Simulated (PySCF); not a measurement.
Species: C₂H₉Ge₂NO.
Cartesian coordinates in Å at the PBE0-D3(BJ)/def2-SVP level; atoms count from 1:
```xyz
15
C2H9Ge2NO angstrom
C      1.965   -0.620   -0.469
C      1.070    0.594   -0.440
O      1.508    1.723   -0.597
N     -0.273    0.408   -0.230
Ge    -1.089   -1.245    0.030
Ge    -1.158    2.075   -0.241
H      1.661   -1.314   -1.269
H      2.997   -0.297   -0.646
H      1.916   -1.168    0.485
H     -2.581   -0.957    0.228
H     -0.491   -1.928    1.274
H     -0.860   -2.135   -1.205
H     -1.018    2.741   -1.615
H     -2.632    1.688    0.008
H     -0.648    2.957    0.904
```

Theory: TDDFT wB97X-D/def2-SVPD, vertical, gas phase, core orbitals frozen in the response in PySCF. Relativistic effects, spin–orbit coupling among them, are left out although an element past zinc is present.

Transition dipole moments from the ground state, in atomic units and in the frame of the coordinates above (overall signs are arbitrary), for the states with f of 0.002 or more among the lowest 10:

```json
{"state": "S3", "E (eV)": "6.855", "μx": "-0.577", "μy": "-0.296", "μz": "0.107"}
{"state": "S4", "E (eV)": "7.137", "μx": "0.078", "μy": "0.046", "μz": "0.539"}
{"state": "S5", "E (eV)": "7.231", "μx": "-0.581", "μy": "-0.108", "μz": "0.092"}
{"state": "S6", "E (eV)": "7.568", "μx": "0.521", "μy": "-0.012", "μz": "-0.076"}
{"state": "S9", "E (eV)": "8.235", "μx": "-0.446", "μy": "0.059", "μz": "0.061"}
{"state": "S10", "E (eV)": "8.267", "μx": "0.368", "μy": "0.459", "μz": "-0.091"}
```

Problem. What oscillator strength does each state have?

Solution. f = (2/3) ΔE |μ|² with ΔE in hartree (27.2114 eV).

```
state  |μ|² (au)  |μ| (D)      f
   S3      0.432     1.67  0.073
   S4      0.299     1.39  0.052
   S5      0.358     1.52  0.063
   S6      0.277     1.34  0.051
   S9      0.206     1.15  0.042
  S10      0.354     1.51  0.072
```

Problem. What is the point group, and which symmetry does each of these states have?

Solution. Cs. Polarised normal to the mirror plane, so A″: S4. Polarised in the mirror plane, so A′: S3, S5, S6, S9 and S10.

Problem. Which bond between heavy atoms lies closest to the direction of the S3 transition dipole?

Solution. C2–N4, at 19° from it; next N4–Ge5 at 36°.

Problem. What angle do the transition dipoles of S4 and S6 make?

Solution. |cos θ| = |μa·μb| / (|μa| |μb|) = 0.00, so θ ≈ 90° (taken between 0 and 90°, since the signs are arbitrary).

Problem. How is the summed strength of these states shared among x, y and z?

Solution. (2/3) Σ ΔE μα² gives 0.235 for x, 0.061 for y and 0.058 for z, 0.353 in all.

All these states lie below the vertical ionisation energy of 9.51 eV (ΔSCF).

Time: 3.4 min. Hardware: one thread, x86-64 server, shared host.
